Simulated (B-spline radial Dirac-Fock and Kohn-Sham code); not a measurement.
**Photoionisation of iron ions at Mo Kα (17479.3 eV)**

Calculated with a radial finite-basis atomic code, using the independent-particle Dirac-Slater model, thresholds from Dirac-Fock. Cross sections in kb; a dash marks an empty subshell or a threshold above the photon energy.

```csv
ion,configuration,total,1s,2p3/2,3p1/2,3p3/2,4s
Fe,[Ar] 3d6 4s2,3.431,3.07,0.0510,0.00377,0.00680,0.00250
Fe⁴⁺,[Ar] 3d4,3.431,3.07,0.0509,0.00403,0.00728,–
Fe¹²⁺,[Ne] 3s2 3p2,3.447,3.07,0.0520,0.00198,0.00360,–
Fe¹³⁺,[Ne] 3s2 3p1,3.448,3.07,0.0524,0.00103,0.00188,–
Fe¹⁴⁺,[Ne] 3s2,3.450,3.07,0.0527,–,–,–
Fe¹⁷⁺,[He] 2s2 2p5,3.406,3.08,0.0461,–,–,–
```
